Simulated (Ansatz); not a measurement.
# Nudged elastic band run: LiSi16, charge +1

The input (input.yaml):

```yaml
crystal:
  lattice:
    - [0.0, 5.43, 5.43]
    - [5.43, 0.0, 5.43]
    - [5.43, 5.43, 0.0]
  atoms:
    - { symbol: Si, position: [-0.00056816, 0.00042167, 0.00017048] }
    - { symbol: Si, position: [0.12221404, 0.12306169, 0.12284243] }
    - { symbol: Si, position: [-0.00240539, -0.00163288, 0.502108] }
    - { symbol: Si, position: [0.1222083, 0.123051, 0.63207493] }
    - { symbol: Si, position: [-0.00241216, 0.50233015, -0.00183742] }
    - { symbol: Si, position: [0.12220112, 0.63232446, 0.12282002] }
    - { symbol: Si, position: [-0.00241479, 0.50232066, 0.5020873] }
    - { symbol: Si, position: [0.12700898, 0.62451847, 0.62431402] }
    - { symbol: Si, position: [0.50146538, -0.00160966, -0.00180668] }
    - { symbol: Si, position: [0.63134209, 0.12309018, 0.12286883] }
    - { symbol: Si, position: [0.50146236, -0.00161855, 0.50212458] }
    - { symbol: Si, position: [0.62374322, 0.12773932, 0.62433928] }
    - { symbol: Si, position: [0.50145684, 0.50234977, -0.00182693] }
    - { symbol: Si, position: [0.62373762, 0.62453737, 0.12755673] }
    - { symbol: Si, position: [0.49957774, 0.50031064, 0.500128] }
    - { symbol: Si, position: [0.62373589, 0.62452972, 0.62432167] }
    - { symbol: Li, position: [0.24940283, 0.25044488, 0.25017876] }
total_charge: 1
basis:
  ecutwfc: 420.0
kpoints:
  mp_grid: { grid: [2, 2, 2] }
hamiltonian:
  xc: pbesol
  pseudopotentials: { kind: paw, azcp: { folder: soft_1 } }
scf:
  occupations: { method: gaussian, width: 0.02 }
  lower_state_search: "off"
neb:
  images: 3
  f_tol: 0.03
  initial_path: idpp
  max_iterations: 80
  final_atoms:
    - { symbol: Si, position: [0.00064875, -0.00257552, 0.00093157] }
    - { symbol: Si, position: [0.12268313, 0.12714979, 0.12304043] }
    - { symbol: Si, position: [-0.00786098, 0.00265868, 0.50258216] }
    - { symbol: Si, position: [0.1226804, 0.12711463, 0.62706429] }
    - { symbol: Si, position: [0.00061805, 0.50102437, 0.00090262] }
    - { symbol: Si, position: [0.12508908, 0.62494524, 0.12499559] }
    - { symbol: Si, position: [0.00058419, 0.50099402, 0.49748609] }
    - { symbol: Si, position: [0.12267536, 0.62323695, 0.62703022] }
    - { symbol: Si, position: [0.50214868, 0.00238093, -0.00686611] }
    - { symbol: Si, position: [0.6267902, 0.12697235, 0.12306647] }
    - { symbol: Si, position: [0.50206821, 0.00230835, 0.50221698] }
    - { symbol: Si, position: [0.62410285, 0.12555062, 0.62504423] }
    - { symbol: Si, position: [0.4976007, 0.50086293, 0.00073428] }
    - { symbol: Si, position: [0.62675467, 0.62327003, 0.12306285] }
    - { symbol: Si, position: [0.50199314, 0.49366843, 0.50214575] }
    - { symbol: Si, position: [0.62671599, 0.6232703, 0.62684626] }
    - { symbol: Li, position: [0.37257545, -0.12360182, 0.37520103] }
  order_check: true
```

Command:

```bash
$ ansatz run input.yaml --threads 1 --pin off --max-ram 3072MiB --backend cpu --events-out ev --progress --plain --runs-dir out
```

Output, in part (warnings, iteration lines):

```
NEB end point (image 0): max|allowed force component| = 1.003e-3 eV/Å (the criterion of neb.relax_end_points is 1.000e-2)
NEB end point (image 4): max|allowed force component| = 2.797e-2 eV/Å (the criterion of neb.relax_end_points is 1.000e-2)
NEB iter   1: max|band force component| = 1.467e0 eV/Å  barrier→ = 0.9435 eV  barrier← = 0.9432 eV  Δτ_max = 0.1092 Å  (40 SCF iters)
NEB iter   2: max|band force component| = 4.944e-1 eV/Å  barrier→ = 0.6500 eV  barrier← = 0.6498 eV  CI = image 2  Δτ_max = 0.0812 Å  (18 SCF iters)
NEB iter   3: max|band force component| = 1.658e-1 eV/Å  barrier→ = 0.5920 eV  barrier← = 0.5917 eV  CI = image 2  Δτ_max = 0.0306 Å  (18 SCF iters)
NEB iter   4: max|band force component| = 2.535e-2 eV/Å  barrier→ = 0.5861 eV  barrier← = 0.5858 eV  CI = image 2  CI's point: of a kind that is not told: the force calls were inconclusive, a negative curvature could not be distinguished from the path's own, the only one lies far off the path, or fixed occupations may fill a level only in part  Δτ_max = 0.0000 Å  (188 SCF iters)
```

The forces met the threshold. By the program's own check the climbing image is of a kind that is not told: the force calls were inconclusive, a negative curvature could not be distinguished from the path's own, the only one lies far off the path, or fixed occupations may fill a level only in part (lowest curvatures found: -2.24 and 0.78 eV/Å²). Limits of this set-up: PAW files made for another functional, charged cell in a uniform background, uncorrected.

Final band (atoms are numbered from 1 in the order of the input):

| image | path coordinate (Å) | energy (eV) | Si5–Li17 (Å) | Si6–Li17 (Å) | Si7–Li17 (Å) |
| --- | --- | --- | --- | --- | --- |
| 0 | 0.00 | 0.00 | 2.74 | 2.39 | 2.74 |
| 1 | 0.64 | 0.25 | 3.06 | 2.73 | 3.06 |
| 2 | 1.28 | 0.59 | 3.52 | 3.35 | 3.52 |
| 3 | 1.92 | 0.25 | 4.04 | 4.02 | 4.04 |
| 4 | 2.55 | 0.00 | 4.49 | 4.69 | 4.49 |

Run time: 2.1 min on 1 thread of Intel(R) Xeon(R) 6975P-C (Granite Rapids), with other jobs on the host, peak memory 0.8 GiB.
